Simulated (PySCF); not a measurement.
Compound: C8H18AlN.
SMILES with atom numbers: `[CH3:1][N+:2]1([CH3:3])[AlH2-:4][CH2:5][CH2:6][C@@H:7]1[CH:8]1[CH2:9][CH2:10]1`

Cartesian coordinates in Å at the PBE0-D3(BJ)/def2-SVP level; atoms count from 1:
```
atom  x, y, z in Å
C1    -1.208   -0.693   -1.736
N2    -0.999   -0.242   -0.356
C3    -1.400   -1.302    0.573
Al4   -2.115    1.488   -0.044
C5    -0.532    2.573   -0.607
C6     0.600    1.569   -0.867
C7     0.392    0.257   -0.103
C8     1.478   -0.754   -0.371
C9     1.888   -1.768    0.662
C10    2.784   -0.610    0.356
H11   -0.955    0.108   -2.443
H12   -0.600   -1.584   -1.966
H13   -2.269   -0.940   -1.874
H14   -2.473   -1.506    0.446
H15   -0.836   -2.231    0.393
H16   -1.237   -0.967    1.606
H17   -2.382    1.411    1.543
H18   -3.395    1.285   -0.997
H19   -0.690    3.219   -1.485
H20   -0.253    3.249    0.221
H21    1.594    1.953   -0.584
H22    0.683    1.339   -1.944
H23    0.404    0.496    0.976
H24    1.562   -1.068   -1.417
H25    1.365   -1.762    1.622
H26    2.182   -2.764    0.320
H27    3.707   -0.789   -0.201
H28    2.860    0.186    1.102
```

Probes without a nucleus sit at each ring's centroid and 1 Å off its mean plane on both sides; NICS is minus the shielding there, NICSzz its component along the normal. Level: GIAO HF/pcSseg-1 (PySCF, non-relativistic, gas phase) on the PBE0-D3(BJ)/def2-SVP geometry, one conformer.

Ring bond lengths (Å): N2–Al4 2.082, Al4–C5 2.000, C5–C6 1.536, C6–C7 1.532, C7–N2 1.499; C8–C9 1.504, C9–C10 1.496, C10–C8 1.501.

Problem. What do the NICS probes read (ppm)?

Solution. 
| ring | type | NICS(0) | NICS(1), two faces | NICS(1)zz, two faces | rms pucker (Å) | centre to ring atoms, mean (Å) |
| --- | --- | --- | --- | --- | --- | --- |
| N2–Al4–C5–C6–C7 | 5-membered ring with Al and N; formal bonds all single | -4.9 | -3.3 / -3.5 | -0.1 / -0.9 | 0.21 | 1.44 |
| C8–C9–C10 | 3-membered carbocycle; formal bonds all single | -43.4 | -9.2 / -9.4 | -24.2 / -21.2 | 0.00 | 0.87 |

Problem. What can be read from them?

Solution. 
- N2–Al4–C5–C6–C7: mean NICS(1)zz -0.5 ppm, near zero. N2, Al4, C5, C6, C7 have four or more neighbours, and the NICS criterion for π rings isn't applied.
- C8–C9–C10: mean NICS(1)zz -22.7 ppm, shielded. C8, C9, C10 have four or more neighbours, and the NICS criterion for π rings isn't applied. NICS(0) lies 34 ppm below the mean NICS(1).

Problem. What is the mean of the two in-plane components of NICS at the first NICS(1) probe listed for ring N2–Al4–C5–C6–C7, 1 Å off the ring?

Solution. The isotropic value is a third of the trace: (3 × -3.3 − (-0.1))/2 = -4.9 ppm.

Problem. List the ring angles.

Solution. 
- N2–Al4–C5–C6–C7: N2 101.3°, Al4 89.1°, C5 106.1°, C6 112.0°, C7 109.1°; sum 517.6° against 540° for a flat convex ring.
- C8–C9–C10: C8 59.7°, C9 60.0°, C10 60.2°; sum 180.0° against 180° for a flat convex ring.

Problem. What are the shieldings of the ring atoms and their hydrogens in the same run (means over atoms taken as equivalent)?

Solution. 
| atoms | environment | σ isotropic (ppm) |
| --- | --- | --- |
| N2 | nitrogen bonded to Al and 3 C | 235.8 |
| Al4 | aluminium bonded to C, N and 2 H | 434.1 |
| C5 | ring CH2 carbon | 193.9 |
| C6 | ring CH2 carbon | 163.7 |
| C7 | sp3 carbon bound to nitrogen | 126.8 |
| C8 | three-membered-ring carbon | 187.4 |
| C9 | three-membered-ring carbon | 186.4 |
| C10 | three-membered-ring carbon | 190.7 |
| H17 | Al–H hydrogen | 28.09 |
| H18 | Al–H hydrogen | 27.97 |
| H19 | methylene hydrogen | 31.84 |
| H20 | methylene hydrogen | 31.77 |
| H21 | methylene hydrogen | 29.93 |
| H22 | methylene hydrogen | 30.41 |

The list is cut; further classes of hydrogen are left out.

Problem. How do the values depend on the level or the medium?

Solution. 
```
             level  NICS(0), N2–Al4–C5–C6–C7  mean NICS(1)zz, N2–Al4–C5–C6–C7  NICS(0), C8–C9–C10  mean NICS(1)zz, C8–C9–C10
  HF/pcSseg-1, gas                      -4.9                             -0.5               -43.4                      -22.7
PBE0/pcSseg-1, gas                      -4.8                             -0.6               -43.7                      -22.1
```

The geometry is the same throughout.
